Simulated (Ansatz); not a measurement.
Ansatz (a program for electronic structure) input:
A basis named .json is the Basis Set Exchange file of that set.

Ansatz 0.2 input:
```yaml
crystal:
  periodic: [false, false, false]
  atoms:
    - {symbol: Si, position_ang: [-0.85697643, -0.09700780, -0.47042731]}
    - {symbol: C, position_ang: [-1.50618058, 1.56915815, -0.91056291]}
    - {symbol: C, position_ang: [-1.96237263, -1.20446130, 0.50059955]}
    - {symbol: O, position_ang: [0.57209166, 0.22297214, 0.61985985]}
    - {symbol: Si, position_ang: [2.26818017, -0.21814666, 0.31162362]}
    - {symbol: H, position_ang: [-0.09218715, -0.76576816, -1.53743230]}
    - {symbol: H, position_ang: [-2.32971806, 1.45563928, -1.62117032]}
    - {symbol: H, position_ang: [-0.74471931, 2.19134808, -1.38291131]}
    - {symbol: H, position_ang: [-1.90277347, 2.09483125, -0.03907863]}
    - {symbol: H, position_ang: [-1.45342484, -2.11829150, 0.81035282]}
    - {symbol: H, position_ang: [-2.36362990, -0.70508418, 1.38530445]}
    - {symbol: H, position_ang: [-2.81445491, -1.49354966, -0.12105315]}
    - {symbol: H, position_ang: [2.24199095, -1.67810996, 0.17751076]}
    - {symbol: H, position_ang: [2.93120733, 0.28374301, 1.52124433]}
    - {symbol: H, position_ang: [2.60783029, 0.49444924, -0.92411459]}
    - {symbol: H, position_ang: [0.39761288, 0.68099678, 1.45550104]}
basis:
  gaussian:
    orbitals: cc-pV_Q+d_Z.json
    fitting: {mean_field: def2-universal-jkfit, correlation: cc-pVQZ-RIFIT.json}
total_charge: 1
magnetization: {spin_polarized: false}
correlation: {method: mp2, electrons: outside_noble_gas}
```

Q: Which total energy does the run end on?

A: -735.73473 Eh (RI-MP2/cc-pV(Q+d)Z). The basis has 623 functions.

It need not be the lowest isomer of its formula.
